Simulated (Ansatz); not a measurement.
Reaction (atomization): `C=C=C(F)[SiH2]F` → 3 C• + 2 F• + 4 H• + Si•

Calculated with Ansatz (gas phase, PBE0-D4/def2-TZVP geometries, no zero-point term in ΔE). CCSD(T)/CBS is the MP2 limit (def2-TZVPP, def2-QZVPP) plus CCSD(T) − MP2 in def2-TZVPP, frozen cores. This one scheme is used for every species, atoms too. For atomizations the MP2-based limit and the directly extrapolated one differ by several kJ/mol either way, and by 10 to 25 for some Ge, Se and Sn compounds, so smaller differences from it don't rank the levels. Functionals use def2-TZVPP. No spin–orbit coupling; open shells (•) take unrestricted orbitals. Spin–orbit coupling would lower the free atoms: a little for C, F, Si. One conformer a species, not always the lowest.

`C=C=C(F)[SiH2]F`:

Cartesian coordinates in Å:
```
C 1.537 1.290 0.914
C 0.898 0.225 0.535
C 0.196 -0.792 0.113
F 0.604 -2.062 0.359
Si -1.410 -0.570 -0.799
F -1.268 -1.091 -2.303
H 1.339 1.754 1.875
H 2.298 1.742 0.285
H -2.477 -1.372 -0.159
H -1.717 0.876 -0.820
```

| level | ΔE (eV) |
| --- | --- |
| PBE-D4 | 43.64 |
| revPBE-D4 | 42.39 |
| PBE0-D4 | 42.49 |
| r2SCANh | 42.12 |
| MP2/def2-SVP | 40.81 |
| CCSD/def2-SVP | 39.34 |
| SCS-MP2/def2-TZVPP | 41.76 |
| HF/CBS(def2) | 30.81 |

(1) What does CCSD(T)/CBS give? (An estimate is asked.)

(2) What do rigid-rotor, harmonic-oscillator terms from PBE0-D4/def2-TZVP frequencies (298.15 K, 1 bar) make of the CCSD(T)/CBS value? (Estimate.)

Largest T1 diagnostic among the species: 0.013.

## Answers

(1) Ansatz gave: +42.29 eV. The listed levels differ from it by 1.35, 0.10, 0.20, -0.17, -1.48, -2.95, -0.53, -11.48 eV.

(2) The calculation gave: ΔZPE = -1.61 eV, ΔH = +41.10 eV, ΔS = 1069 J/(mol·K), ΔG = +37.80 eV. Open shells count their whole term as degenerate.

The D4 term adds +0.33 eV with B3LYP and +0.17 eV with PBE0; it sums over pairs of atoms, weighted by their polarisabilities, and B3LYP, whose exchange is more repulsive, gets the larger term. At CCSD(T), def2-SVP lies −2.41 eV from the extrapolated value and def2-TZVPP −1.16 eV: correlation converges slowly with the basis, and small sets miss more of it in the bonded molecule than in its fragments. From BLYP to BHLYP (50 % exact exchange), in def2-TZVPP and without D4, ΔE moves by −1.62 eV: exact exchange takes away binding that semilocal exchange gives to molecules.

B3LYP here is the variant with VWN-RPA as its local correlation; programs differ in this.
